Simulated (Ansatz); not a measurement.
Other settings, tried on Ge(vinyl)(NHMe)3 (C5H15GeN3).

```yaml
crystal:
  periodic: [false, false, false]
  atoms:
    - {symbol: Ge, position_ang: [-0.033849, 0.108723, 0.154539]}
    - {symbol: C, position_ang: [-0.063566, 0.064721, 2.093628]}
    - {symbol: C, position_ang: [0.907515, 0.623975, 2.830442]}
    - {symbol: H, position_ang: [-0.916425, -0.405088, 2.602931]}
    - {symbol: H, position_ang: [1.770312, 1.107658, 2.355909]}
    - {symbol: H, position_ang: [0.884818, 0.624069, 3.927348]}
    - {symbol: N, position_ang: [1.719453, 0.299682, -0.363891]}
    - {symbol: C, position_ang: [2.718160, -0.703562, -0.047096]}
    - {symbol: H, position_ang: [1.802943, 0.641726, -1.319477]}
    - {symbol: H, position_ang: [3.739333, -0.290792, -0.136040]}
    - {symbol: H, position_ang: [2.598902, -1.027988, 0.999683]}
    - {symbol: H, position_ang: [2.676392, -1.618599, -0.675438]}
    - {symbol: N, position_ang: [-0.810366, 1.511251, -0.734504]}
    - {symbol: C, position_ang: [-2.235542, 1.762515, -0.627249]}
    - {symbol: H, position_ang: [-0.257370, 2.364757, -0.688631]}
    - {symbol: H, position_ang: [-2.600186, 2.352785, -1.487230]}
    - {symbol: H, position_ang: [-2.772202, 0.800491, -0.642248]}
    - {symbol: H, position_ang: [-2.544519, 2.295935, 0.295980]}
    - {symbol: N, position_ang: [-1.014685, -1.339871, -0.393036]}
    - {symbol: C, position_ang: [-1.112697, -1.695745, -1.794907]}
    - {symbol: H, position_ang: [-0.996250, -2.143812, 0.229097]}
    - {symbol: H, position_ang: [-2.043926, -2.252894, -2.004414]}
    - {symbol: H, position_ang: [-1.147801, -0.773347, -2.396988]}
    - {symbol: H, position_ang: [-0.268464, -2.306600, -2.178416]}
basis:
  gaussian: {orbitals: def2-mTZVP}
hamiltonian: {xc: {name: B97}}
accuracy: high
output: {forces: true}
```

```sh
$ ansatz run in.yaml --threads 4 --pin off --events-out ev --progress --plain --max-ram 6963MiB
```

It prints (some lines left out):

```
Functional definition: B97
4990 factors; integrals over basis functions are off by at most 5.4e-8 eV
mean field evaluation 1: about -66388.8533 eV, gradient 1.1e2 eV
mean field evaluation 2: about -66365.0119 eV, gradient 1.5e2 eV
mean field evaluation 4: about -66414.0274 eV, gradient 8.0e0 eV
mean field evaluation 8: about -66414.4708 eV, gradient 6.7e-1 eV
mean field evaluation 16: about -66414.4716 eV, gradient 5.0e-4 eV
mean field -66414.47162497 eV, -2440.6868148720 hartree, gradient 2.7e-8 eV, S^2 0.000000; 0 other end points of the search recorded, 0 dependent functions left out
reference -66414.47162865 eV, -2440.6868150071 hartree; 49, 49 occupied and 184, 184 virtual orbitals, 4990 factors
Total energy: -66414.47162865 eV, -2440.6868150071 hartree
Atom 0 at    -0.033849     0.108723     0.154539 Å, force    -0.012300    -0.019726     0.051197 eV/Å
Atom 1 at    -0.063566     0.064721     2.093628 Å, force     0.036103     0.044308     0.598429 eV/Å
Atom 2 at     0.907515     0.623975     2.830442 Å, force    -0.076344    -0.042313    -0.019724 eV/Å
Atom 3 at    -0.916425    -0.405088     2.602931 Å, force     0.232160     0.126101    -0.109162 eV/Å
Atom 4 at     1.770312     1.107658     2.355909 Å, force    -0.230311    -0.116765     0.199866 eV/Å
Atom 5 at     0.884818     0.624069     3.927348 Å, force     0.027101     0.016154    -0.283783 eV/Å
Atom 6 at     1.719453     0.299682    -0.363891 Å, force     0.191899     0.269416    -0.276773 eV/Å
Atom 7 at     2.718160    -0.703562    -0.047096 Å, force     0.391354    -0.400975     0.130011 eV/Å
Atom 8 at     1.802943     0.641726    -1.319477 Å, force     0.022180    -0.088107     0.120900 eV/Å
Atom 9 at     3.739333    -0.290792    -0.136040 Å, force    -0.242046    -0.072221     0.008867 eV/Å
Atom 10 at     2.598902    -1.027988     0.999683 Å, force     0.050528     0.071981    -0.260403 eV/Å
Atom 11 at     2.676392    -1.618599    -0.675438 Å, force    -0.008011     0.225210     0.132565 eV/Å
Atom 12 at    -0.810366     1.511251    -0.734504 Å, force     0.192057     0.343303    -0.194523 eV/Å
Atom 13 at    -2.235542     1.762515    -0.627249 Å, force    -0.552778     0.069926     0.039074 eV/Å
Atom 14 at    -0.257370     2.364757    -0.688631 Å, force    -0.123252    -0.087977     0.016668 eV/Å
Atom 15 at    -2.600186     2.352785    -1.487230 Å, force     0.102597    -0.128681     0.185448 eV/Å
Atom 16 at    -2.772202     0.800491    -0.642248 Å, force     0.102543     0.259151    -0.006419 eV/Å
Atom 17 at    -2.544519     2.295935     0.295980 Å, force     0.092893    -0.118968    -0.201420 eV/Å
Atom 18 at    -1.014685    -1.339871    -0.393036 Å, force    -0.176502    -0.327920     0.236781 eV/Å
Atom 19 at    -1.112697    -1.695745    -1.794907 Å, force    -0.046509    -0.122495    -0.544096 eV/Å
Atom 20 at    -0.996250    -2.143812     0.229097 Å, force     0.007777     0.083789    -0.123363 eV/Å
Atom 21 at    -2.043926    -2.252894    -2.004414 Å, force     0.203710     0.122971     0.071453 eV/Å
Atom 22 at    -1.147801    -0.773347    -2.396988 Å, force     0.000574    -0.252170     0.114893 eV/Å
Atom 23 at    -0.268464    -2.306600    -2.178416 Å, force    -0.185423     0.146007     0.113515 eV/Å
Dipole moment:     0.078629    -0.094452     0.042788 e Å
```

Run time 57 s (4 threads of Arm Neoverse V2 on a shared host), peak host memory 2.5 GiB.
